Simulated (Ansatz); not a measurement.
`[AlH2][S][SnH3]` + HCl → `[Cl][SnH3]` + `[AlH2][SH]` at 700 K and 1 bar (ligand exchange at the Sn–S bond).

Isolated molecules relaxed with PBE0-D4/def2-TZVP in Ansatz; ΔE leaves out vibrations. CBS: MP2 limit from def2 TZ/QZ plus the TZ coupled-cluster correction, frozen cores. This one scheme is used for every species. def2 core potentials past Kr. For Sn outer-core shells are correlated without core-valence functions, which leaves a few kJ/mol of doubt a bond.

```tsv
species	CCSD(T)/CBS energy (Eh)	H − E (kJ/mol)	S (J/(mol·K))
`[AlH2][S][SnH3]`	-856.85532	166.5	461.5
HCl	-460.38127	38.4	211.8
`[Cl][SnH3]`	-675.62576	99.1	338.4
`[AlH2][SH]`	-641.61836	102.7	330.6
```

H − E and S are ideal-gas, rigid-rotor, harmonic terms from PBE0-D4/def2-TZVP. 1 Eh = 2625.50 kJ/mol, R = 8.31446 J/(mol·K).

Problem. By hand: ΔE, ΔH, ΔS and ΔG.

Solution. ΔE = (-675.62576) + (-641.61836) − (-856.85532) − (-460.38127) = -0.00753 Eh = -19.8 kJ/mol. Δ(H − E) = 99.1 + 102.7 − 166.5 − 38.4 = -3.1, so ΔH = -22.9 kJ/mol. ΔS = 338.4 + 330.6 − 461.5 − 211.8 = -4.3 J/(mol·K). ΔG = -22.9 − 700 × (-4.3)/1000 = -19.9 kJ/mol.

Problem. By hand: the equilibrium constant, and the temperature at which ΔG would vanish if ΔH and ΔS stayed fixed.

Solution. log₁₀ K = −ΔG/(RT ln 10) = 1.5. ΔG = 0 at ΔH/ΔS = 5326 K, far beyond where these terms or the molecules hold.

The number of gas molecules stays the same, so ΔS is small and ΔH decides. A doubt of 5 kJ/mol in ΔE shifts log₁₀ K by 0.4 here. Modes under 60 cm⁻¹, often nearly free rotors, make the harmonic entropy too high. These are equilibria of isolated gas molecules and say nothing of rates. Largest T1 diagnostic: 0.013 (customary marks: 0.02 for closed shells, 0.045 for open ones).
